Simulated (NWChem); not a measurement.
Species: CH5B; SMILES BC

```xyz
7

B     -0.0009    -0.8757    -0.0186
H      1.0281    -1.4899     0.0118
H     -1.0258    -1.4965     0.0123
C     -0.0015     0.6849    -0.0161
H      0.0389     0.9640     1.0545
H     -0.9101     1.1486    -0.4148
H      0.8822     1.1429    -0.4743
```
Atoms are numbered in this order, from 1.

The geometry was optimised at B3LYP/6-31G* (spherical d).

Question: List the 4 lowest vertical singlet excitations from PBE0/def2-SVPD, full TDDFT (NWChem).

Answer: 
```json
[
 {"state": "S1", "energy (eV)": "5.79", "oscillator strength": "0.000", "leading excitation (squared amplitude)": "HOMO → LUMO (0.99)"},
 {"state": "S2", "energy (eV)": "6.23", "oscillator strength": "0.001", "leading excitation (squared amplitude)": "HOMO−1 → LUMO (0.99)"},
 {"state": "S3", "energy (eV)": "8.53", "oscillator strength": "0.012", "leading excitation (squared amplitude)": "HOMO → LUMO+1 (0.99)"},
 {"state": "S4", "energy (eV)": "8.74", "oscillator strength": "0.001", "leading excitation (squared amplitude)": "HOMO−3 → LUMO (0.99)"}
]
```
